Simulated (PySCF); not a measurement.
B3LYP has the VWN-RPA correlation part, as in Gaussian. 

```xyz
4

F     -0.7279     1.3535    -0.1600
Si    -0.1313     0.0113     0.4534
F     -0.9683    -1.1925    -0.1665
Cl     1.8276    -0.1722    -0.1270
```

Charge 0, multiplicity 2.

Problem. Give the Mulliken and meta-Löwdin atomic charges from B3LYP-D3(BJ)/def2-TZVP run with PySCF.

Solution. 
```json
[
 {"atom": "F1", "Mulliken (e)": "-0.27", "meta-Löwdin (e)": "-0.47"},
 {"atom": "Si2", "Mulliken (e)": "0.73", "meta-Löwdin (e)": "1.19"},
 {"atom": "F3", "Mulliken (e)": "-0.27", "meta-Löwdin (e)": "-0.47"},
 {"atom": "Cl4", "Mulliken (e)": "-0.19", "meta-Löwdin (e)": "-0.24"}
]
```
